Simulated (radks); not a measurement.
The numbers below are computed, except where a source is named.
Initial-state core-level shifts of the osmium ion Os2+ when its valence configuration changes from [Xe] 4f14 5d6. Level of theory: scalar-relativistic Kohn-Sham, r2SCAN, spin-polarised, spherical densities, finite nucleus; open shells are filled with parallel spins first (spin-orbit coupling, left out, can overturn this in heavy ions); meta-GGA in the generalised Kohn-Sham scheme; Fermi nuclear charge, rms radius 5.4126 fm (a radial shooting solver on a logarithmic mesh with Libxc functionals). Shifts are changes of the shell-averaged eigenvalues in eV (positive: less bound); the change of the density at the nucleus, which sets a Mossbauer isomer shift, is in e/bohr^3, on a base of 1.788e+06.

[
 {"valence": "4f14 5d5.5 6p0.5", "3s": "-2.474", "3d": "-2.480", "4p": "-2.471", "5p": "-2.235", "density at nucleus": "+5.9"},
 {"valence": "4f12 5d6 6s2", "3s": "-36.337", "3d": "-36.103", "4p": "-31.711", "5p": "-13.544", "density at nucleus": "+573.2"},
 {"valence": "4f14 5d5 6p1", "3s": "-4.947", "3d": "-4.959", "4p": "-4.942", "5p": "-4.438", "density at nucleus": "+12.6"},
 {"valence": "4f13 5d6 6p1", "3s": "-19.039", "3d": "-18.921", "4p": "-16.928", "5p": "-8.093", "density at nucleus": "+114.0"},
 {"valence": "4f14 5d5 6s1", "3s": "-3.419", "3d": "-3.432", "4p": "-3.411", "5p": "-2.929", "density at nucleus": "+176.3"},
 {"valence": "4f13 5d6 6s1", "3s": "-17.508", "3d": "-17.391", "4p": "-15.393", "5p": "-6.569", "density at nucleus": "+282.0"},
 {"valence": "4f13 5d5 6s2", "3s": "-21.462", "3d": "-21.360", "4p": "-19.311", "5p": "-9.853", "density at nucleus": "+449.8"},
 {"valence": "4f13 5d7", "3s": "-13.843", "3d": "-13.714", "4p": "-11.758", "5p": "-3.452", "density at nucleus": "+100.9"},
 {"valence": "4f14 5d4 6p2", "3s": "-10.330", "3d": "-10.358", "4p": "-10.289", "5p": "-9.202", "density at nucleus": "+27.7"}
]
